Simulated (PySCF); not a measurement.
The scaffold HS-X carries different groups X. Isolated molecules, 0 K electronic values unless said otherwise. One relaxed conformer stands for each flexible species; it need not be the lowest. Strings in code marks are SMILES.

Method: B3LYP-D3(BJ)/def2-TZVP run with PySCF. All candidates: neutral, multiplicity 1. B3LYP has the VWN-RPA correlation part, as in Gaussian. Delta-SCF ions had no search for a lower state. Excitations are Tamm–Dancoff values on a coarser integration grid. The basis has no diffuse functions, so Rydberg states are missing or too high.

```json
{
 "vertical ionisation energy (Delta-SCF)": "9.90 eV",
 "LUMO": "-1.06 eV",
 "T1 excitation (TDA)": "3.54 eV"
}
```

**Question.** Say which member has these values.
(A) `FC(F)S` (F–C–S–H torsion 68°)
(B) `OS` (H–O–S–H torsion 91°)
(C) `O=CS` (O–C–S–H torsion 180°)
(D) `[SH][GeH3]`

**Answer.** B, `OS` (H–O–S–H torsion 91°). The others give `FC(F)S` (F–C–S–H torsion 68°): 10.49 eV, -0.47 eV, 5.08 eV; `O=CS` (O–C–S–H torsion 180°): 10.46 eV, -1.32 eV, 4.10 eV; `[SH][GeH3]`: 9.61 eV, -0.36 eV, 5.01 eV
